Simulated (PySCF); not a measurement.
C2H6FNOSi, SMILES C(=C\F)/O[SiH2]N.

Geometry: PBE0-D3(BJ)/def2-SVP. The structure was generated by enumeration; whether it is a known compound was not checked. The values are those of a single conformer.

Two levels are set side by side: TDA-PBE/def2-SVPD (PySCF) and TDA-PBE0/def2-SVPD (PySCF). Vertical, same geometry. The lowest singlet is HOMO→LUMO 74 %, HOMO→LUMO+1 25 % with PBE and HOMO→LUMO 88 % with the other functional; states are paired by order. Differences are taken from unrounded values.

```json
[
 {"quantity": "lowest singlet excitation (eV)", "TDA-PBE0": "5.77", "TDA-PBE": "4.78", "TDA-PBE minus TDA-PBE0": "-0.98"},
 {"quantity": "lowest triplet excitation (TDA) (eV)", "TDA-PBE0": "4.01", "TDA-PBE": "4.01", "TDA-PBE minus TDA-PBE0": "0.01"},
 {"quantity": "first bright state (f over 0.05) (eV)", "TDA-PBE0": "5.77", "TDA-PBE": "6.27", "TDA-PBE minus TDA-PBE0": "0.51"},
 {"quantity": "its oscillator strength", "TDA-PBE0": "0.05", "TDA-PBE": "0.07", "TDA-PBE minus TDA-PBE0": "0.02"}
]
```

A lower first singlet is the usual sign of a functional without exact exchange. Differences between two approximate levels are no errors against the true value.

Rough cost on one machine, each run with all the roots and properties that it gave: TDA-PBE0 against TDA-PBE about 3 times.
